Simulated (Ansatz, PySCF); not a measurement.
Molecule: PbCl$_{2}$, charge 0, multiplicity 3. This is an excited triplet: at this geometry the singlet lies 1.35 eV lower at RI-MP2/CBS(def2-TZVPPD,def2-QZVPPD)+[CCSD(T)-MP2]/def2-TZVPPD. 
Coordinates optimised at B3LYP-D3(BJ)/def2-TZVP (Ansatz, an electronic-structure program):
```
Cl
Cl 1 2.6820
Pb 1 2.7046 2 60.28
```
Charge 0, spin multiplicity 3.

Dipole moments at this geometry, in debye (magnitudes).

```tsv
level	program	dipole (D)
PBE/def2-TZVPD	Ansatz	3.23
TPSS/def2-TZVPD	PySCF	3.33
r2SCAN/def2-TZVPD	Ansatz	3.37
B97M-V/def2-TZVPD	Ansatz	3.48
BHLYP/def2-TZVPD	Ansatz	3.78
TPSSh/def2-TZVPD	PySCF	3.45
M06-2X/def2-TZVPD	PySCF	4.01
HSE06/def2-TZVPD	Ansatz	3.52
CAM-B3LYP/def2-TZVPD	Ansatz	3.70
CCSD(T)/def2-SVPD	Ansatz	3.65
```
